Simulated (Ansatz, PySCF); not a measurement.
C₂H₈N₂Si₂, SMILES CN[Si@@H]1[SiH2]N=C1.

Geometry: PBE0-D3(BJ)/def2-SVP. The structure was generated by enumeration; whether it is a known compound was not checked. The values are those of a single conformer.

Vertical ionisation energy (IE) and electron affinity (EA) in eV. Rows of orbital energies are one-electron estimates. Where ΔSCF, EOM or ADC give a negative EA the extra electron is unbound and the value depends on the basis.

```csv
level,IE,EA
"−ε(HOMO), −ε(LUMO), ωB97X/def2-TZVP (PySCF)",8.77,-1.20
"−ε(HOMO), −ε(LUMO), PBE/def2-TZVP (PySCF)",5.16,2.14
"ΔSCF, PBE0/def2-SVPD (Ansatz), final states of multiplicity 2 and 2",8.26,-0.57
"ΔSCF, PBE/def2-SVPD (Ansatz), final states of multiplicity 2 and 2",7.88,-0.42
```

Task: What vertical singlet–triplet gap does ΔSCF give with PBE0/def2-SVPD (Ansatz, an electronic-structure program) and with PBE/def2-SVPD (Ansatz)? (Estimate from the structure and the level; the computed values follow.)

Result: 2.81 and 2.73 eV (triplet above singlet where positive).
